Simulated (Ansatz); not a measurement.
Ansatz (an electronic-structure program) input (r2SCANh/def2-TZVPD):

Ansatz 0.2 input:
```yaml
crystal:
  periodic: [false, false, false]
  atoms:
    - {symbol: O, position_ang: [-0.31920097, 0.08444208, -2.01001798]}
    - {symbol: Si, position_ang: [-0.04228380, -0.01092939, -0.36327949]}
    - {symbol: Si, position_ang: [1.63982290, -1.50980787, 0.25237637]}
    - {symbol: Si, position_ang: [-1.96650593, -0.67728887, 0.81466918]}
    - {symbol: Si, position_ang: [0.63202599, 2.13064633, 0.30385116]}
    - {symbol: H, position_ang: [-0.53042949, -0.73035561, -2.47465716]}
    - {symbol: H, position_ang: [2.95551299, -1.33489273, -0.41622276]}
    - {symbol: H, position_ang: [1.26859544, -2.94979070, 0.23867049]}
    - {symbol: H, position_ang: [-2.42144922, -2.01281597, 0.34949013]}
    - {symbol: H, position_ang: [-3.07614667, 0.28752364, 0.61615783]}
    - {symbol: H, position_ang: [-1.65762722, -0.76253164, 2.26339619]}
    - {symbol: H, position_ang: [-0.34994367, 3.15323320, -0.13090013]}
    - {symbol: H, position_ang: [1.96253586, 2.46860764, -0.25730431]}
    - {symbol: H, position_ang: [0.71973151, 2.14880290, 1.78487233]}
basis:
  gaussian:
    orbitals: def2-TZVPD
hamiltonian:
  xc: {name: r2SCANh}
magnetization: {spin_polarized: true, initial_magnetization: 1}
output: {forces: true}
```

End of the output:

```
Atom 0 at    -0.319201     0.084442    -2.010018 Å, force     0.006348    -0.081788     0.101113 eV/Å
Atom 1 at    -0.042284    -0.010929    -0.363279 Å, force    -0.008909    -0.013328    -0.130675 eV/Å
Atom 2 at     1.639823    -1.509808     0.252376 Å, force    -0.064496     0.029665    -0.074265 eV/Å
Atom 3 at    -1.966506    -0.677289     0.814669 Å, force     0.059144     0.027041    -0.028706 eV/Å
Atom 4 at     0.632026     2.130646     0.303851 Å, force    -0.023501    -0.067373    -0.008463 eV/Å
Atom 5 at    -0.530429    -0.730356    -2.474657 Å, force     0.028202     0.084989     0.079354 eV/Å
Atom 6 at     2.955513    -1.334893    -0.416223 Å, force     0.020978     0.011092     0.017456 eV/Å
Atom 7 at     1.268595    -2.949791     0.238670 Å, force    -0.000474    -0.012519     0.025958 eV/Å
Atom 8 at    -2.421449    -2.012816     0.349490 Å, force    -0.008519    -0.024178    -0.009282 eV/Å
Atom 9 at    -3.076147     0.287524     0.616158 Å, force    -0.023946     0.015000    -0.003890 eV/Å
Atom 10 at    -1.657627    -0.762532     2.263396 Å, force     0.003849    -0.003217     0.028820 eV/Å
Atom 11 at    -0.349944     3.153233    -0.130900 Å, force    -0.017456     0.022481    -0.011267 eV/Å
Atom 12 at     1.962536     2.468608    -0.257304 Å, force     0.025410     0.010418    -0.013058 eV/Å
Atom 13 at     0.719732     2.148803     1.784872 Å, force     0.003369     0.001716     0.026904 eV/Å
Dipole moment:    -0.046747    -0.201890    -0.066839 e Å
```

It need not be the lowest isomer of its formula.
